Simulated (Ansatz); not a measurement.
Si(H)(Cl) cation (ClHSi), SMILES [SiH]Cl (connectivity only; charge and spin as stated), charge +1, multiplicity 2.

Geometry optimised at B3LYP-D3(BJ)/def2-TZVP. The spin state was assumed, not searched. The isomer is the one that the SMILES or the coordinates give; other isomers of the formula were not compared.

Two levels are set side by side: PBE/def2-TZVPD (Ansatz, an electronic-structure program) and PBE0/def2-TZVPD (Ansatz). Energy differences of separate SCF runs at the same geometry; the states with an electron removed or added have multiplicity 1 and 1. Differences are taken from unrounded values.

| quantity | PBE0 | PBE | PBE minus PBE0 |
|---|---|---|---|
| vertical ionisation energy (eV) | 17.19 | 16.95 | -0.24 |
| vertical electron affinity (eV) | 8.56 | 8.51 | -0.05 |

On these quantities the two levels nearly agree.
